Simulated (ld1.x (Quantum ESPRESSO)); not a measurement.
## gadolinium, RRKJ: configuration errors across variants

- Element: gadolinium
- Generator: ld1.x (Quantum ESPRESSO) 7.5
- Type: norm-conserving RRKJ (Kleinman–Bylander form)
- Functional: PBEsol
- Relativity: scalar-relativistic
- Frozen core: [Kr]
- Valence charge: 28
- Reference configuration: 4d10 4f7 5s2 5p6 5d1 6s1.5 6p0 (charge +0.5)
- Partial waves: 5s (bound): rc 2.10 bohr; 4d (bound): rc 1.05 bohr; 4f (bound): rc 0.75 bohr; 5p (bound): rc 1.55 bohr
- Local potential: the p channel
- Core correction: none

Occupied shells without a wave of their own: 5d, 6s. They enter only through the test configuration that unscreens the potential.

All-electron excitation energies from the reference (eV): (1) 4d10 4f7 5s2 5p6 5d1 6s2 6p0 -2.692; (2) 4d10 4f7 5s2 5p6 5d1 6s1 6p0 3.981; (3) 4d10 4f7 5s2 5p6 5d1 6s0 6p0 16.027; (4) 4d10 4f7 5s2 5p5 5d1 6s2 6p0 29.634; (5) 4d10 4f7 5s1 5p6 5d1 6s2 6p0 52.671; (6) 4d10 4f6 5s2 5p6 5d1 6s2 6p0 13.584.

For the base: The 5d, 6s levels have no wave, so the channel is fitted at the deeper level alone: the likely source of the large errors.

On the changes marked as counting shells twice: ld1.x takes every shell without a wave as core, so the model core holds the marked electrons as well and exchange and correlation see them twice. This cancels in the reference configuration, but the file is broken for other ones, and its errors say nothing about a proper core correction.

Tests that are not counted but printed errors over 1 eV. “base”: 4d10 4f7 5s2 5p6 5d1 6s0 6p2 (solver errors, printed error -9958 eV). “wave 5p (bound): rc 1.55 bohr becomes 5p (bound): rc 1.44 bohr”: 4d10 4f7 5s2 5p6 5d1 6s0 6p2 (pseudo-atom not self-consistent, printed error -9970 eV). “wave 5s (bound): rc 2.10 bohr becomes 5s (bound): rc 2.14 bohr”: 4d10 4f7 5s2 5p6 5d1 6s0 6p2 (solver errors, printed error -9935 eV). “core correction a·sin(br)/r model core inside 0.88 bohr (5d, 6s counted twice)”: 4d10 4f7 5s2 5p6 5d1 6s0 6p2 (solver errors, printed error -9939 eV). “wave 4f (bound): rc 0.75 bohr becomes 4f (bound): rc 0.60 bohr”: 4d10 4f7 5s2 5p6 5d1 6s0 6p2 (solver errors, printed error -9956 eV).

3 further variants failed, have other tests or another functional or relativity, and are left out.

A true bound ghost makes a file unfit for plane-wave use even where its test errors are small: the radial tests pick states by their node count and pass the ghost by.

The file “base” misses its own reference levels by 1.7 eV. The file “wave 5p (bound): rc 1.55 bohr becomes 5p (bound): rc 1.44 bohr” misses its own reference levels by 1.7 eV. The file “wave 5s (bound): rc 2.10 bohr becomes 5s (bound): rc 2.14 bohr” misses its own reference levels by 1.7 eV. The file “core correction a·sin(br)/r model core inside 0.88 bohr (5d, 6s counted twice)” misses its own reference levels by 1.7 eV. The file “wave 4f (bound): rc 0.75 bohr becomes 4f (bound): rc 0.60 bohr” misses its own reference levels by 1.7 eV. The file “all radii scaled by about 1.26 (s 2.64, p 1.96, d 1.32, f 0.94 bohr)” misses its own reference levels by 1.8 eV.

Errors AE − PS in meV (a dash: test not solved or not reliable):

| change | (1) | (2) | (3) | (4) | (5) | (6) | bound ghosts |
| --- | --- | --- | --- | --- | --- | --- | --- |
| base | +167 | -171 | -620 | +331 | +309 | +347 | none |
| wave 5p (bound): rc 1.55 bohr becomes 5p (bound): rc 1.44 bohr | +155 | -156 | -562 | +310 | +285 | +313 | none |
| wave 5s (bound): rc 2.10 bohr becomes 5s (bound): rc 2.14 bohr | +188 | -197 | -724 | +370 | +342 | +435 | none |
| core correction a·sin(br)/r model core inside 0.88 bohr (5d, 6s counted twice) | +140 | -207 | -1028 | +297 | +273 | +311 | none |
| wave 4f (bound): rc 0.75 bohr becomes 4f (bound): rc 0.60 bohr | +167 | -171 | -620 | +330 | +308 | +325 | not determined |
| all radii scaled by about 1.26 (s 2.64, p 1.96, d 1.32, f 0.94 bohr) | +629 | -767 | -3009 | +1137 | +1087 | +1612 | s |

**Question.** Give the same row for: wave 4d (bound): rc 1.05 bohr becomes 4d (bound): rc 1.10 bohr.

**Answer.** +167, -171, -619, +331, +309, +344; bound ghosts: none. Not counted: 4d10 4f7 5s2 5p6 5d1 6s0 6p2 (solver errors, printed error -9822 eV).
